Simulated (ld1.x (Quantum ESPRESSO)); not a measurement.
# magnesium: excitation energies, all-electron against TM

- Element: Mg
- Generator: ld1.x (Quantum ESPRESSO) 7.5
- Type: norm-conserving Troullier–Martins (Kleinman–Bylander form)
- Functional: PBE
- Relativity: non-relativistic
- Frozen core: [Ne]
- Valence charge: 2
- Reference configuration: 3s1 3p0 (charge +1)
- Partial waves: 3s (bound): rc 2.20 bohr; 3p (bound, empty): rc 2.30 bohr
- Local potential: all-electron potential smoothed inside 2.30 bohr (lloc = -1)
- Core correction: none

Energies are relative to the spin-unpolarised reference configuration 3s1 3p0; without spin polarisation the order of configurations can differ from experiment.

```json
{"valence configuration": "3s2 3p0", "charge": "0", "ΔE all-electron (eV)": "-7.949", "error AE − PS (meV)": "+15"}
{"valence configuration": "3s1 3p1", "charge": "0", "ΔE all-electron (eV)": "-4.473", "error AE − PS (meV)": "-3.5"}
{"valence configuration": "3s0 3p2", "charge": "0", "ΔE all-electron (eV)": "-0.800", "error AE − PS (meV)": "+17"}
{"valence configuration": "3s0 3p1", "charge": "+1", "ΔE all-electron (eV)": "4.345", "error AE − PS (meV)": "+54"}
```

Q: What are ΔE and the potential's error for 3s1.5 3p0?

A: ΔE = -4.809 eV all-electron; the error (AE − PS) is +7.5 meV.

Levels in the configuration 3s1.5 3p0:

```json
{"level": "3s", "all-electron (eV)": "-7.908", "pseudo (eV)": "-7.928"}
```
